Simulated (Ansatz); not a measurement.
A nudged elastic band was laid between two geometries of CH₃AgS (6 atoms, charge 0, multiplicity 1).

Computed with RKS r2SCAN-D4/def2-SVP (Ansatz).

* movable images: 5
* climbing image: yes
* spring: 5.0 eV/Å²
* optimiser: fire
* start path: through a guess of the saddle point
* force threshold: 0.05 eV/Å
* iteration limit: 54
* end points: relaxed

First end point:

```xyz
6
Properties=species:S:1:pos:R:3
C -0.384 0.384 -0.293
S 0.016 -1.375 0.014
Ag 1.898 -1.295 1.366
H -1.279 0.384 -0.935
H 0.419 0.910 -0.829
H -0.628 0.927 0.631
```

Last end point:

```xyz
6
Properties=species:S:1:pos:R:3
C -0.384 0.434 -0.207
S 0.011 -0.717 1.159
Ag 1.902 -1.837 0.422
H -0.618 -0.092 -1.145
H 0.417 1.166 -0.385
H -1.285 0.983 0.110
```

Problem. Which bonds break or form, and what moves?

Solution. No bond is made or broken. The dihedral H5–C1–S2–Ag3 goes from 62 to -62°. The two ends are copies of one structure, up to a mirror image or an exchange of like atoms.

Problem. Give the energies along the band, and the barrier.

Solution. The forces met the threshold. The highest image is number 3 of 0 to 6, 0.055 eV above the ends, which have the same energy within 2 meV. Another band between the same ends (5 images) ends at a top of the same energy, where a vibrational analysis finds 1 clearly imaginary mode.

```csv
image,path coordinate (Å),energy (eV),dihedral H5–C1–S2–Ag3 (°)
0,0.00,0.000,62
1,0.38,0.014,43
2,0.77,0.040,22
3,1.16,0.055,1
4,1.56,0.042,-21
5,1.96,0.015,-43
6,2.35,0.000,-62
```

Problem. What is the geometry of the highest image?

Solution. 
```xyz
6
Properties=species:S:1:pos:R:3
C -0.418 0.399 -0.250
S -0.203 -1.139 0.731
Ag 2.087 -1.477 0.835
H -1.027 0.180 -1.140
H 0.538 0.820 -0.584
H -0.935 1.153 0.362
```

Run time: 11 min on 1 thread of Arm Neoverse V1, on a shared host, peak memory 0.16 GiB.
